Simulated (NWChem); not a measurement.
System meant: GeSiH6O2; SMILES O[SiH2][GeH2][OH]

The following NWChem deck was run.

```
start job
memory heap 200 mb stack 900 mb global 1100 mb
geometry units angstroms noautoz
  O      1.067298     1.876848     0.711855
  Si     0.086045     1.582982    -0.598151
  Ge    -0.300450    -0.783206    -0.369740
  O      0.537505    -0.859698     1.261818
  H      1.170762     1.077036     1.263721
  H      0.768045     1.916253    -1.877853
  H     -1.185795     2.355003    -0.542392
  H      0.440106    -1.738309    -1.350089
  H     -1.756374    -1.305813    -0.212619
  H      0.738296    -1.763488     1.546345
end
basis spherical
  * library def2-svp
end
dft
  odft
  mult 2
  xc b3lyp
  iterations 150
  mulliken
end
task dft energy
```

End of the output:

```
 Summary of "ao basis" -> "" (spherical)
 ------------------------------------------------------------------------------
       Tag                 Description            Shells   Functions and Types
 ---------------- ------------------------------  ------  ---------------------
 *                          def2-svp                  on all atoms

                                 NWChem DFT Module
                                 -----------------

 Summary of "ao basis" -> "ao basis" (spherical)
 ------------------------------------------------------------------------------
       Tag                 Description            Shells   Functions and Types
 ---------------- ------------------------------  ------  ---------------------
 O                          def2-svp                 6       14   3s2p1d
 Si                         def2-svp                 8       18   4s3p1d
 Ge                         def2-svp                12       32   5s4p3d
 H                          def2-svp                 3        5   2s1p

 Summary of "ao basis" -> "ao basis" (spherical)
 ------------------------------------------------------------------------------
       Tag                 Description            Shells   Functions and Types
 ---------------- ------------------------------  ------  ---------------------
 O                          def2-svp                 6       14   3s2p1d
 Si                         def2-svp                 8       18   4s3p1d
 Ge                         def2-svp                12       32   5s4p3d
 H                          def2-svp                 3        5   2s1p

  number of electrons :                   68
  multiplicity        :                    2
 ------------------------------------------------------------------------
  no. of electrons and multiplicity not compatible                  68
 ------------------------------------------------------------------------
 ------------------------------------------------------------------------
  current input line :
    25: task dft energy
 ------------------------------------------------------------------------
 ------------------------------------------------------------------------
 There is an error in the input file
 ------------------------------------------------------------------------
 For more information see the NWChem manual at https://nwchemgit.github.io

0: no. of electrons and multiplicity not compatible:Received an Error in Communication
```

**Question.** Find the fault in this run and fix the input.

**Answer.** The input was rejected before any calculation. Cause: the multiplicity doesn't fit the number of electrons (an even count wants an odd multiplicity, and the reverse). This input runs:
```
start job
memory heap 200 mb stack 900 mb global 1100 mb
geometry units angstroms noautoz
  O      1.067298     1.876848     0.711855
  Si     0.086045     1.582982    -0.598151
  Ge    -0.300450    -0.783206    -0.369740
  O      0.537505    -0.859698     1.261818
  H      1.170762     1.077036     1.263721
  H      0.768045     1.916253    -1.877853
  H     -1.185795     2.355003    -0.542392
  H      0.440106    -1.738309    -1.350089
  H     -1.756374    -1.305813    -0.212619
  H      0.738296    -1.763488     1.546345
end
basis spherical
  O library def2-svp
  Si library def2-svp
  Ge library def2-svp
  H library def2-svp
end
dft
  xc b3lyp
  iterations 150
  mulliken
end
task dft energy
```
It converges to -2520.19816 Ha (B3LYP/def2-SVP).
